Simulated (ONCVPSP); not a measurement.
## Plane-wave convergence, ONCV potential for tin

```json
{
 "Element": "Sn",
 "Generator": "ONCVPSP 4.0.1",
 "Type": "optimised norm-conserving Vanderbilt (ONCV)",
 "Functional": "PBEsol",
 "Relativity": "scalar-relativistic",
 "Frozen core": "[Kr]",
 "Valence charge": "14",
 "Reference configuration": "4d10 5s2 5p2",
 "Partial waves": "5s: rc 1.55 bohr, ncon 3, nbas 7, qcut 4 1/bohr, 1 projector; 5p: rc 2.70 bohr, ncon 3, nbas 6, qcut 3.2 1/bohr, 3 projectors, debl 3.4 Ha; 4d: rc 1.40 bohr, ncon 4, nbas 9, qcut 12.8 1/bohr, 1 projector",
 "Local potential": "polynomial inside 0.95 bohr (lpopt 2, dvloc0 0 Ha)",
 "Core correction": "Teter function, fcfact 4.25, rcfact 1.5"
}
```

Question: For each optimised wave give the share of its norm inside rc, the residual kinetic energy above qcut (Ha) and the cutoffs (Ha) for errors of 10, 1, 0.1 and 0.01 mHa per electron.

Answer:

| wave | norm inside rc | residual KE | 10 mHa | 1 mHa | 0.1 mHa | 0.01 mHa |
| --- | --- | --- | --- | --- | --- | --- |
| 5s | 0.135 | 5.4e-03 | 4.2 | 52.2 | 69.5 | 109.2 |
| 5p | 0.394 | 1.1e-04 | 1.2 | 3.0 | 5.6 | 16.2 |
| p projector 2 | 0.182 | 5.4e-02 | 9.8 | 20.7 | 32.5 | 67.5 |
| p projector 3 | 0.110 | 9.1e-01 | 12.9 | 19.1 | 25.8 | 44.3 |
| 4d | 0.781 | 6.3e-09 | 36.3 | 46.5 | 55.6 | 63.2 |

The occupied waves need 52 Ha and 70 Ha for 1 and 0.1 mHa. Note: ghosts flagged at negative energy: s at -137.5 eV; GHOST(+) flagged for p at 146.9 eV. A true bound ghost makes a file unfit for plane-wave use.
